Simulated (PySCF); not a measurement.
**How methods differ on the ionisation energy of Ni**

Ni [Ar] 3d8 4s2 (3F) → Ni⁺ [Ar] 3d9 (2D), as a difference of total energies. Computed with PySCF 2.14 in x2c-SVPall (5s3p3d1f, 36 functions), with the spin-free X2C one-electron Hamiltonian (Gaussian nucleus). Correlated levels: valence: [Ar] frozen. The calculations carry no spin-orbit coupling.

```
           method  ionisation energy (eV)
              UHF                   8.167
              PBE                   7.534
             MN15                   6.580
    MP2 (valence)                   6.702
SCS-MP2 (valence)                   7.012
```

Q: How much does correlation contribute at MP2 (valence)?

A: 6.702 − (8.167) = -1.465 eV, measured against UHF.

The reference lies between the lowest fine-structure levels, while these numbers refer to the centres of the terms.

Errors of the correlated levels include the incompleteness of this basis and the frozen core.

MP2 underrates the near-degeneracy of ns² with np² in the lower species.

For comparison: 7.640 eV (measured; NIST Atomic Spectra Database, ionization energies).
